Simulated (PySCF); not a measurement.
## Computed spin Hamiltonian

Species: CH₇NPSi₄ (doublet state).
Structure used (GFN2-xTB), in Å, numbered top down from 1:
```
atom  x, y, z in Å
N1    -1.6489    1.2055   -3.1234
C2    -1.6827    0.8092   -2.0469
Si3   -1.6338    0.1596   -0.3008
Si4   -0.2171   -1.7389   -0.1702
Si5    1.3698   -0.4359    1.0849
P6     3.3756   -0.2102    0.2740
Si7   -0.1283    1.4479    1.0036
H8    -3.0752    0.0908   -0.0151
H9    -0.7915   -2.8969    0.5271
H10    0.2420   -2.2955   -1.4464
H11    1.5542   -0.9380    2.4580
H12    2.9288    0.2278   -0.9641
H13   -0.6631    1.8874    2.2990
H14    0.3695    2.6868    0.3982
```

The hyperfine couplings belong to this conformer and change with its torsions.

The species is `N#C[Si@H]1[SiH2][Si@@H]([PH])[SiH2]1` [radical].

Computed, not measured: UKS B3LYP, pcH-1 on C H N P Si, non-relativistic, mean-field spin-orbit, GIAO in PySCF. One conformer (not necessarily the lowest) at the GFN2-xTB geometry, without solvent, vibrations or thermal averaging. A GFN2-xTB geometry isn't a minimum of the functional, and hyperfine couplings can be far from their values at a DFT geometry, by a factor of two or more for some ions and for spin on atoms past the first row. Stability of the SCF solution: not tested.

| Quantity | Value |
| --- | --- |
| g1, g2, g3 | 2.00220, 2.00901, 2.02065 |
| g_iso | 2.01062 |
| Form of g | rhombic: the two nearest values differ by 37 % of g3 − g1 |
| ⟨S²⟩ | 0.7541 (exact 0.7500) |
| α and β electrons | 46, 45 |
| HOMO–LUMO gap, α and β orbitals | 4.52, 3.39 eV |
| Total energy | -1596.41435 Eh |

Hyperfine couplings atom by atom, in mT; T1 to T3 are the principal values of the dipolar part; ρ(0) is the spin density at the nucleus (MHz turned into mT with g_iso):

```csv
atom,isotope,a_iso,of which spin–orbit,T1,T2,T3,Mulliken spin population,ρ(0) (bohr⁻³)
N1,14N,0.00,0.00,-0.01,0.00,0.01,0.00,0.0003
C2,13C,-0.03,0.00,-0.01,0.00,0.01,0.00,-0.0008
Si3,29Si,0.06,0.00,-0.13,0.06,0.07,0.02,-0.0017
Si4,29Si,-1.97,0.00,-0.51,0.25,0.27,0.06,0.0625
Si5,29Si,1.33,0.00,-0.10,-0.01,0.11,-0.06,-0.0421
P6,31P,3.70,-0.03,-10.64,-10.09,20.73,0.94,0.0579
Si7,29Si,-2.03,0.00,-0.53,0.25,0.28,0.06,0.0643
H8,1H,-0.05,0.00,-0.02,0.00,0.03,0.00,-0.0003
H9,1H,0.22,0.00,-0.04,-0.01,0.06,0.00,0.0014
H10,1H,-0.07,0.00,-0.06,-0.02,0.08,0.00,-0.0004
H11,1H,-0.05,0.00,-0.07,-0.06,0.13,0.00,-0.0003
H12,1H,-1.19,0.01,-0.59,0.10,0.49,-0.03,-0.0075
H13,1H,0.23,0.00,-0.04,-0.01,0.06,0.00,0.0014
H14,1H,-0.07,0.00,-0.06,-0.02,0.08,0.00,-0.0004
```

The largest Mulliken spin population is on P6 (+0.94).

Under fast tumbling the dipolar parts average out, and these isotropic splittings remain: 1 × 31P (P6, I = 1/2, 2 lines) with 3.70 mT, 1 × 1H (H12, I = 1/2, 2 lines) with 1.19 mT, 2 × 1H (H9/H13, I = 1/2, 3 lines) with 0.23 mT, 2 × 1H (H10/H14, I = 1/2, 3 lines) with 0.07 mT, 1 × 1H (H11, I = 1/2, 2 lines) with 0.05 mT and 1 × 1H (H8, I = 1/2, 2 lines) with 0.05 mT.

Class means assume fast exchange of nuclei equivalent by connectivity; if that motion is slow, each nucleus keeps its own coupling.

The 29Si coupling of Si4/Si7 (mean -56.3 MHz) shows only in satellite lines or after enrichment, since that isotope makes up about 4.7 % of natural silicon.

Examples of negative spin density at the nucleus (bohr⁻³): Si5 (-0.0421), H12 (-0.0075) and Si3 (-0.0017).

Hardware: one thread of an Arm Neoverse V1, no GPU (shared host). Cost: 2.4 min (grids of density and orbitals included), 1.1 GiB resident at most.
